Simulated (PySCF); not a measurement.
## Polarisability and C₆ of Kr (krypton, neutral)

[Kr], closed-shell 1S. Calculation: PySCF 2.14, in dyall-av2z (16s12p8d, 92 functions); no relativity, point nucleus. Coupled (time-dependent) response in atomic units; α is the mean over directions. A double-zeta set is small for polarisabilities.

```
   method  mean α (bohr³)  C₆ (like pair)  S(−4)
      UHF           15.04           116.0  37.70
      PBE           16.15           126.3  48.12
     PBE0           15.73           122.4  43.75
BHandHLYP           15.33           118.3  41.07
```

S(−4) is the Cauchy moment in α(ω) = α(0) + S(−4) ω² + …

Reference α: 16.78 ± 0.02 bohr³ (recommended; Schwerdtfeger and Nagle, table of static dipole polarizabilities (2023 update)). Published C₆: 130.0 (Chu and Dalgarno (2004); Tang, Norbeck and Certain (1976)).

α(iu) at UHF:

```
u (hartree)  α(iu) (bohr³)
          0          15.04
     0.0500          14.94
      0.100          14.67
      0.200          13.71
      0.300          12.41
      0.500          9.658
      0.750          6.864
       1.00          4.938
       1.50          2.780
       2.00          1.743
       3.00         0.8587
       5.00         0.3406
```

A single London oscillator, α(iu) = α/(1 + u²/ω²), gives C₆ = (3/4) ω α². Matching the computed C₆ needs ω = 4 × 116.0 / (3 × 15.04²) = 0.684 hartree.
